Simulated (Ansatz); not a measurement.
Isolated molecules relaxed with PBE0-D4/def2-TZVP in Ansatz; ΔE leaves out vibrations. CCSD(T)/CBS is the MP2 limit (def2-TZVPP, def2-QZVPP) plus CCSD(T) − MP2 in def2-TZVPP, frozen cores. This one scheme is used for every species. DFT in def2-TZVPP. B3LYP here is the variant with VWN-RPA as its local correlation; programs differ in this. HSE06 is defined as in plane-wave codes. Elements past krypton have def2 core potentials. For In outer-core shells are correlated without core-valence functions, which leaves a few kJ/mol of doubt a bond. One conformer a species, not always the lowest.

Reaction (substitution at a C–Si bond): `C=C[SiH](C)O[SiH3]` + `[NH2][InH2]` → `C=C[NH][InH2]` + `C[SiH2]O[SiH3]`

`C=C[SiH](C)O[SiH3]`:

Z-matrix (Å, degrees):
```
Si
C 1 1.857
O 1 1.642 2 108.9
C 1 1.858 2 111.5 3 120.2
H 1 1.492 2 109.0 3 -118.6
C 2 1.330 1 123.5 3 -3.1
H 2 1.090 1 118.6 3 177.0
Si 3 1.631 1 144.5 2 -86.8
H 4 1.093 1 110.6 2 58.7
H 4 1.092 1 110.9 2 178.6
H 4 1.093 1 110.6 2 -61.0
H 6 1.087 2 122.4 1 -179.8
H 6 1.087 2 121.6 1 0.1
H 8 1.488 3 110.7 1 -17.6
H 8 1.484 3 109.0 1 -138.0
H 8 1.487 3 109.8 1 102.6
```

`[NH2][InH2]`:

```xyz
6

N     0.928    0.291    0.410
In   -0.837   -0.262   -0.368
H     1.228    1.246    0.514
H     1.628   -0.351    0.741
H    -1.100   -1.953   -0.436
H    -1.848    1.029   -0.861
```

`C=C[NH][InH2]`:

Z-matrix (Å, degrees):
```
C
C 1 1.336
H 1 1.085 2 122.5
H 1 1.081 2 119.9 3 180.0
N 2 1.379 1 127.5 3 -0.0
H 2 1.090 1 118.1 3 180.0
In 5 2.039 2 130.6 1 -0.3
H 5 1.007 2 112.7 1 179.8
H 7 1.712 5 110.4 2 179.9
H 7 1.704 5 118.4 2 -0.1
```

`C[SiH2]O[SiH3]`:

Cartesian coordinates in Å:
```
C 0.902 -1.819 -0.831
Si -0.389 -0.852 0.087
O 0.037 0.731 0.100
Si -0.369 2.235 0.587
H 0.990 -1.468 -1.862
H 0.638 -2.880 -0.853
H 1.878 -1.720 -0.350
H -0.509 -1.335 1.491
H -1.718 -0.993 -0.569
H 0.681 3.174 0.122
H -0.462 2.293 2.070
H -1.680 2.632 0.008
```

| level | ΔE (kJ/mol) | difference from CCSD(T)/CBS |
| --- | --- | --- |
| LDA (SPW92) | 25.0 | -18.5 |
| r2SCAN-D4 | 35.6 | -7.9 |
| r2SCAN0-D4 | 37.3 | -6.2 |
| PBE | 28.8 | -14.7 |
| BLYP | 28.3 | -15.2 |
| B3LYP | 31.1 | -12.4 |
| HSE06 | 31.7 | -11.8 |
| BHLYP | 34.4 | -9.1 |
| RPA@PBE/def2-TZVPP | 37.4 | -6.1 |
| SCS-MP2/def2-TZVPP | 39.6 | -3.9 |
| CCSD(T)/CBS | 43.5 | 0 |

Largest T1 diagnostic among the species: 0.016.

The D4 term adds +4.7 kJ/mol with B3LYP and +3.1 kJ/mol with PBE0; it sums over pairs of atoms, weighted by their polarisabilities, and B3LYP, whose exchange is more repulsive, gets the larger term. In def2-TZVPP, CCSD(T) changes the Hartree–Fock value by +5.8 kJ/mol (the triples alone add −0.3 kJ/mol) and MP2 by +5.6 kJ/mol. At CCSD(T), def2-SVP lies −19.4 kJ/mol from the extrapolated value and def2-TZVPP −2.3 kJ/mol.
